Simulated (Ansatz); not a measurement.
Calculated with Ansatz (gas phase, PBE0-D4/def2-TZVP geometries, no zero-point term in ΔE). CCSD(T)/CBS adds triple-zeta CCSD(T) − MP2 to the extrapolated MP2 energy (def2 sets, frozen cores). DFT in def2-TZVPP. B3LYP here is the variant with VWN-RPA as its local correlation; programs differ in this. HSE06 is defined as in plane-wave codes. def2 core potentials past Kr. For In, Sn outer-core shells are correlated without core-valence functions, which leaves a few kJ/mol of doubt a bond. Each species was taken in one conformer, which may not be the lowest.

Reaction (substitution at a C–S bond): `C[S][In]([F])[F]` + `C[O][Sn]([OH])([F])[F]` → `C[O][Sn]([F])([F])[O]C` + `[F][In]([F])[SH]`

`C[S][In]([F])[F]`:

Z-matrix (Å, degrees):
```
C
S 1 1.824
H 1 1.088 2 111.7
H 1 1.088 2 111.6 3 -123.8
H 1 1.090 2 105.2 3 118.1
In 2 2.338 1 100.6 3 61.6
F 6 1.931 2 128.6 1 -180.0
F 6 1.942 2 120.2 1 0.0
```

`C[O][Sn]([OH])([F])[F]`:

Cartesian coordinates in Å:
```
C -0.576 1.357 -0.981
O 0.334 0.277 -1.127
Sn 0.498 -1.062 0.239
O 0.804 -0.293 1.983
F -1.043 -2.170 0.358
F 1.908 -2.209 -0.281
H -0.416 2.022 -1.831
H -1.617 1.016 -1.000
H -0.402 1.923 -0.061
H 0.510 -0.863 2.700
```

`C[O][Sn]([F])([F])[O]C`:

Cartesian coordinates in Å:
```
C -0.339 0.552 -2.470
O -1.024 0.327 -1.247
Sn -0.350 -0.924 0.055
F -1.834 -1.479 1.098
F 0.353 -2.425 -0.866
O 1.033 -0.304 1.246
C 0.716 0.443 2.410
H -0.150 -0.377 -3.016
H 0.613 1.071 -2.314
H -0.982 1.188 -3.081
H -0.019 -0.066 3.042
H 1.642 0.554 2.977
H 0.340 1.442 2.164
```

`[F][In]([F])[SH]`:

```xyz
5

F    -0.587   -0.161    1.972
In    0.054    0.511    0.275
F     0.506    2.384    0.364
S     0.242   -0.828   -1.636
H    -0.215   -1.906   -0.974
```

Problem. Is it downhill or uphill in electronic energy at CCSD(T)/CBS, and by how much? (An estimate is asked.)

Solution. The calculation gave: Uphill: ΔE = +10.8 kcal/mol.

Problem. What do these levels give: r2SCAN-D4, r2SCAN0-D4, CAM-B3LYP-D4, ωB97X-V, revPBE, B3LYP, r2SCANh, HSE06, CAM-B3LYP, LC-ωPBE, RPA@PBE/def2-TZVPP, SCS-MP2/def2-TZVPP? (An estimate is asked.)

Solution. Computed: r2SCAN-D4 10.5, r2SCAN0-D4 10.7, CAM-B3LYP-D4 9.2, ωB97X-V 9.6, revPBE 10.8, B3LYP 9.5, r2SCANh 10.6, HSE06 10.8, CAM-B3LYP 9.0, LC-ωPBE 10.3, RPA@PBE/def2-TZVPP 8.4, SCS-MP2/def2-TZVPP 10.3 kcal/mol.

Largest T1 diagnostic among the species: 0.016.

At CCSD(T), def2-SVP lies −5.9 kcal/mol from the extrapolated value and def2-TZVPP −1.1 kcal/mol. Leaving LDA and LC-ωPBE aside and taking each functional with its dispersion term where it has one, the values, not all of them listed here, spread over 2.1 kcal/mol, from CAM-B3LYP-D4 to revPBE-D4. In def2-TZVPP, CCSD(T) changes the Hartree–Fock value by +2.1 kcal/mol (the triples alone add +0.3 kcal/mol) and MP2 by +3.8 kcal/mol.
